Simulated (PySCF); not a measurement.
Molfile (atoms numbered from 1):
```
C3H5N3Si
     RDKit          3D

 12 12  0  0  0  0  0  0  0  0999 V2000
    2.1191    0.0848    0.0153 Si  0  0  0  0  0  4  0  0  0  0  0  0
    0.2271    0.2367   -0.0048 C   0  0  0  0  0  0  0  0  0  0  0  0
   -0.6703   -0.8291   -0.0494 C   0  0  0  0  0  0  0  0  0  0  0  0
   -2.0140   -0.4899   -0.0295 C   0  0  0  0  0  0  0  0  0  0  0  0
   -2.3979    0.7797    0.0208 N   0  0  0  0  0  0  0  0  0  0  0  0
   -1.5148    1.7200    0.0530 N   0  0  0  0  0  0  0  0  0  0  0  0
   -0.2481    1.4835    0.0440 N   0  0  0  0  0  0  0  0  0  0  0  0
    2.5487    0.2178    1.4064 H   0  0  0  0  0  0  0  0  0  0  0  0
    2.6588    1.1301   -0.8432 H   0  0  0  0  0  0  0  0  0  0  0  0
    2.4330   -1.2567   -0.4855 H   0  0  0  0  0  0  0  0  0  0  0  0
   -0.3321   -1.8530   -0.0976 H   0  0  0  0  0  0  0  0  0  0  0  0
   -2.8083   -1.2247   -0.0555 H   0  0  0  0  0  0  0  0  0  0  0  0
  1  2  1  0
  2  3  1  0
  3  4  2  0
  4  5  1  0
  5  6  2  0
  6  7  1  0
  7  2  2  0
  1  8  1  0
  1  9  1  0
  1 10  1  0
  3 11  1  0
  4 12  1  0
M  END
```

Level of theory: shielding tensors at PBE0/pcSseg-1 (GIAO), GFN2-xTB structure, in PySCF 2.14 (one conformer, gas phase, one averaged value for each set of equivalent atoms, relativity neglected).

Predict the 2D correlation tables (HSQC, COSY, HMBC).

Results:



HSQC (one-bond C–H):
| δH | δC |
| --- | --- |
| 9.17 (H12) | 152.1 (C4) |
| 7.59 (H11) | 130.4 (C3) |

COSY cross peaks (H two or three bonds apart, from the bond graph; peaks can be absent where the dihedral angle is near 90°):
| δH | δH |
| --- | --- |
| 9.17 (H12) | 7.59 (H11) |

HMBC (two and three bonds, from the bond graph):
| δH | δC |
| --- | --- |
| 9.17 (H12) | 167.1 (C2), 130.4 (C3) |
| 7.59 (H11) | 167.1 (C2), 152.1 (C4) |
| 4.68 (H8/H9/H10) | 167.1 (C2), 130.4 (C3) |

Scale: 1H (σref 31.72), 13C (σref 186.93) vs TMS (reference shieldings calculated alike).

Shifts are as computed. Against solution values, carbons near 30 ppm lie about +3 ppm off and those near 130 ppm about +5 ppm. Of 1211 compounds with measured shifts, 218 miss one by over three times the rms of a fit or turn the order of signals round; such compounds aren't used in these exercises.
